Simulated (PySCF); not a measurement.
SiFCl2Br, SMILES [Si](F)(Br)(Cl)Cl.

Coordinates come from a ωB97X-D3(BJ)/def2-SVP optimisation.

Method: PySCF with PBE/def2-TZVP.

Symmetry labels are those of the subgroup Cs that the program uses (full group Cs).

Question: List the valence orbital energies around the gap with their symmetry. (An estimate is asked for; the answer gives what the named calculation found.)

Answer: 
| orbital | symmetry | energy (eV) |
|---|---|---|
| HOMO−7 | A" | -10.28 |
| HOMO−6 | A' | -10.07 |
| HOMO−5 | A' | -9.16 |
| HOMO−4 | A' | -8.90 |
| HOMO−3 | A" | -8.83 |
| HOMO−2 | A" | -8.41 |
| HOMO−1 | A' | -7.97 |
| HOMO | A" | -7.84 |
| LUMO | A' | -1.72 |
| LUMO+1 | A' | -0.54 |
| LUMO+2 | A" | -0.02 |
| LUMO+3 | A' | 0.03 |
